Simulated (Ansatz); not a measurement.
Z-matrix (Å, degrees):
```
C
Ge 1 1.935
H 1 1.091 2 109.4
H 1 1.091 2 109.4 3 120.2
H 1 1.090 2 109.3 3 -119.9
N 2 1.813 1 120.4 3 -60.0
Cl 2 2.148 1 107.9 3 60.7
Cl 2 2.147 1 108.0 3 179.3
H 6 1.009 2 115.9 1 66.1
H 6 1.009 2 115.9 1 -66.6
```

Total charge 0; spin multiplicity 1.

(1) List the PBE0/def2-TZVPP orbital energies in eV (Ansatz 0.2.0). (Best estimate.)

Results:

(1) The calculation gave: Occupied: -10861.45, -2767.22, -2767.21, -1359.58, -1209.43, -1209.41, -1209.37, -391.40, -278.64, -259.06, -259.06, -197.34, -197.34, -197.20, -197.20, -197.19, -197.19, -172.39, -122.26, -122.20, -122.08, -35.12, -35.10, -34.99, -34.95, -34.93, -24.26, -22.94, -22.51, -20.18, -15.01, -14.11, -12.31, -12.23, -11.41, -10.76, -10.67, -9.33, -9.13, -8.94, -8.87, -7.91. Lowest empty: -0.11, 0.66, 1.06, 1.63, 2.32, 2.43, 2.95, 3.21.
